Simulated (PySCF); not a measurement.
Al(H)(NMe2)(SH) (C2H8AlNS), SMILES [AlH]([SH])[N](C)C. Atoms are numbered in the order given.

```xyz
13

Al    -0.8558    -0.3508     0.0000
H     -2.4341    -0.3646     0.0000
N      0.0498     1.1763     0.0000
C      1.4977     1.2567     0.0000
C     -0.5915     2.4766     0.0000
H      1.8778     1.7926     0.8920
H      1.8778     1.7926    -0.8920
H      1.9478     0.2510     0.0000
H     -0.3123     3.0724    -0.8915
H     -0.3123     3.0724     0.8915
H     -1.6889     2.3725     0.0000
S      0.3216    -2.1918     0.0000
H     -0.7608    -2.9946     0.0000
```
Charge 0, spin multiplicity 1.

Coordinates come from a ωB97X-D3(BJ)/def2-SVP optimisation. The structure was generated by enumeration; whether it is a known compound was not checked. Other conformers were not sampled.

Two levels are set side by side: PBE/pcSseg-1 (PySCF) and KT2/pcSseg-1 (PySCF). GIAO shifts against H2S (³³S), NH3 (¹⁵N), TMS (¹H), TMS (¹³C) at the same level; non-relativistic, no solvent, atoms listed together averaged. Differences are taken from unrounded values.

```json
[
 {"quantity": "δ(¹H) of H2 (ppm)", "KT2": "5.06"},
 {"quantity": "δ(¹⁵N) of N3 (ppm)", "KT2": "89.7"},
 {"quantity": "δ(¹³C) of C4, C5 (ppm)", "KT2": "44.9"},
 {"quantity": "δ(³³S) of S12 (ppm)", "KT2": "8.3"},
 {"quantity": "δ(¹H) of H13 (ppm)", "KT2": "0.48"}
]
```

Q: What does PBE give, and how far is it from KT2? (The exact figures need the calculation; the answer reports its results.)

A: 
```json
[
 {"quantity": "δ(¹H) of H2 (ppm)", "PBE": "5.04", "PBE minus KT2": "-0.02"},
 {"quantity": "δ(¹⁵N) of N3 (ppm)", "PBE": "93.1", "PBE minus KT2": "3.4"},
 {"quantity": "δ(¹³C) of C4, C5 (ppm)", "PBE": "45.0", "PBE minus KT2": "0.1"},
 {"quantity": "δ(³³S) of S12 (ppm)", "PBE": "7.1", "PBE minus KT2": "-1.1"},
 {"quantity": "δ(¹H) of H13 (ppm)", "PBE": "0.46", "PBE minus KT2": "-0.02"}
]
```

Rough cost on one machine, each run with all the roots and properties that it gave: KT2 against PBE within a factor of 2.
